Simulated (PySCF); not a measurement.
## Electron correlation in Cu (copper, neutral)

[Ar] 3d9 4s1 4p1, one real determinant (an excited configuration). Calculation: PySCF 2.14, in aug-cc-pwCVDZ-PP with ECP10MDF (6s6p5d3f, 70 functions); scalar relativity through the core potential. Frozen: 3s2 3p6; 11 electrons correlated.

MP2 pair energies summed by pair of shells (mhartree):

| pair | energy | share (%) |
| --- | --- | --- |
| 3d-3d | -354.16 | 91.9 |
| 3d-4s | -20.07 | 5.2 |
| 3d-4p | -8.98 | 2.3 |
| 4s-4p | -2.06 | 0.5 |

Total MP2 correlation energy: -385.27 mhartree.

Same-spin part -145.48 and opposite-spin part -239.80 mhartree; SCS-MP2 scales them by 1/3 and 6/5 to -336.25 mhartree.

The reference is one real determinant that mixes LS terms of this configuration.
